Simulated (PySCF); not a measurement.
Gas-phase reaction: GaH + HCl = GaCl + 2 H

Computed with PySCF and rigid-rotor harmonic-oscillator thermochemistry at 1 bar. † marks an energy on the PBE0/def2-TZVP geometry and frequencies; other levels use their own. MP2 and CCSD(T) freeze the core. 6-31G* has spherical d functions here. Open shells (unrestricted): H (multiplicity 2); the rest are closed-shell singlets. B3LYP is the form with VWN-RPA correlation. Ga: all electrons, no relativistic terms. GaH: computed as isolated molecules; such fragments, hydroxides, amides, oligomers or adducts are transient or little studied in the gas. MP2 isn't extrapolated to the basis-set limit. CCSD(T) isn't extrapolated to the basis-set limit.

CCSD(T)/def2-TZVPP† gives ΔH°(298 K) = 248 kJ.

Task: What do M06-2X/def2-TZVP†, MP2/def2-TZVPP†, B3LYP/6-31G* give?

Result: M06-2X/def2-TZVP†: 227 kJ; MP2/def2-TZVPP†: 214 kJ; B3LYP/6-31G*: 232 kJ. For scale, ΔH°(298 K) is 248 kJ at this level, 239 kJ at ωB97M-V/def2-TZVP†, and runs from 133 to 288 kJ over the 20 levels computed.
